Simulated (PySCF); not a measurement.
# Electron correlation in Tl (thallium, neutral)

[Xe] 4f14 5d10 6s2 7s1, 2S determinant (an excited configuration). Computed with PySCF 2.14 in aug-cc-pwCVDZ-PP with ECP60MDF (6s5p4d1f, 48 functions), with scalar relativity through the core potential. Frozen: 5s2 5p6 5d10; 3 electrons correlated.

```
  level  correlation energy (mhartree)
   CCSD                         -32.55
    (T)                          -0.40
CCSD(T)                         -32.95
  CCSDT                         -33.12
```

Diagnostics: T1 = 0.0084, D1 = 0.0204, largest double amplitude 0.061.

The outer electron is Rydberg-like, and this basis confines it to a smaller radius and binds it less than a complete one would.

Cost of the coupled-cluster step: roughly 1.7 core-seconds, for 3 correlated electrons.
